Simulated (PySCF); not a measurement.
Problem. Write Cartesian coordinates for `CP(C)(=O)/C=C/c1ccccc1` ((E)-dimethyl(styryl)phosphine oxide) as optimised with PBE0-D3(BJ)/def2-SVP.

Solution. 
```xyz
25
C10H13OP angstrom
C     -3.2120    0.8082    1.1892
P     -2.3780   -0.1581   -0.1060
C     -3.0893   -1.8253    0.0357
O     -2.4774    0.4343   -1.4795
C     -0.6713   -0.3219    0.4555
C      0.3010    0.0865   -0.3766
C      1.7475    0.0547   -0.1537
C      2.3294   -0.4000    1.0413
C      3.7096   -0.4135    1.1987
C      4.5412    0.0277    0.1666
C      3.9793    0.4840   -1.0239
C      2.5959    0.4972   -1.1802
H     -2.7834    1.8205    1.1912
H     -4.2827    0.8799    0.9473
H     -3.0887    0.3555    2.1841
H     -4.1586   -1.7778   -0.2180
H     -2.5836   -2.4752   -0.6923
H     -2.9687   -2.2421    1.0465
H     -0.4601   -0.7434    1.4449
H     -0.0312    0.4910   -1.3418
H      1.6916   -0.7457    1.8578
H      4.1450   -0.7706    2.1350
H      5.6263    0.0158    0.2936
H      4.6217    0.8326   -1.8358
H      2.1540    0.8557   -2.1136
```

Any rigid rotation of these coordinates is as good. Atoms count from 1 in this order. P2 (phosphoryl phosphorus) is distorted tetrahedral (angles from 104.6° to 114.3°). Of the pairs four or more bonds apart, O4···H20 is among the closest relative to their van der Waals radii: 2.45 Å, 90 % of the sum of Bondi's values. The 8 C–C bonds span 1.343 Å (C5=C6, drawn double) to 1.464 Å (C6–C7, drawn single), a spread of 0.121 Å. The 6-membered ring C7–C8–C9–C10–C11–C12 has internal angles of 118.3° to 121.0° (sum 720°, against 720° for a flat polygon); it is planar, 0.00 Å rms from its mean plane, widest ring torsion 0°.

Bonds between heavy atoms (Å): C1–P2 1.818, P2–C3 1.818, P2=O4 1.499, P2–C5 1.804, C5=C6 1.343, C6–C7 1.464, C7–C8 1.405, C8–C9 1.389, C9–C10 1.397, C10–C11 1.393, C11–C12 1.392, C7–C12 1.403.

Computed with PBE0-D3(BJ)/def2-SVP geometry optimisation, gas phase in PySCF 2.14.0.

Point group: near Cs, missed by 0.11 Å at most; the miss may be what the optimiser left on a soft mode. PBE0-D3(BJ)/def2-SVP frequencies: not computed here. The numbers are those of one conformer (C1–P2–C5–C6 -125°, C5–C6–C7–C8 -2°).

Time: 2.0 min; peak memory 1.4 GiB. Hardware: one thread, Intel Xeon 6975P-C (x86_64) (shared host). That covers the optimisation of the geometry.
